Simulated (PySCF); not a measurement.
Delta-SCF ions had no search for a lower state. Excitations are Tamm–Dancoff values on a coarser integration grid. The basis has no diffuse functions, so Rydberg states are missing or too high.

# C$_{3}$H$_{3}$NO, SMILES `CC(=O)C#N` (charge 0, multiplicity 1)

All values below come from PBE-D3(BJ)/def2-TZVP // B3LYP-D3(BJ)/def2-TZVP (PySCF).

```json
{
  "HOMO": "-7.07 eV",
  "dipole_moment": "3.42 D",
  "HOMO–LUMO gap": "3.50 eV",
  "LUMO": "-3.57 eV",
  "S1 excitation (TDA)": "3.75 eV",
  "S1 oscillator strength": "0.000",
  "T1 excitation (TDA)": "3.15 eV",
  "S1–T1 gap (TDA)": "0.61 eV",
  "vertical ionisation energy (Delta-SCF)": "10.83 eV",
  "total_energy": "-245.8807 Ha",
  "cost": "very roughly 2.2 core-minutes"
}
```

Bond lengths (Å): C1–C2 1.499, C1–H6 1.093, C1–H7 1.087, C1–H8 1.093, C2–O3 1.202, C2–C4 1.481, C4–N5 1.150. Bond angles (°): C2–C1–H6 109.7, C2–C1–H7 109.7, C2–C1–H8 109.7, H6–C1–H7 110.4, H6–C1–H8 107.0, H7–C1–H8 110.4, C1–C2–O3 125.6, C1–C2–C4 114.8, O3–C2–C4 119.7, C2–C4–N5 178.9.
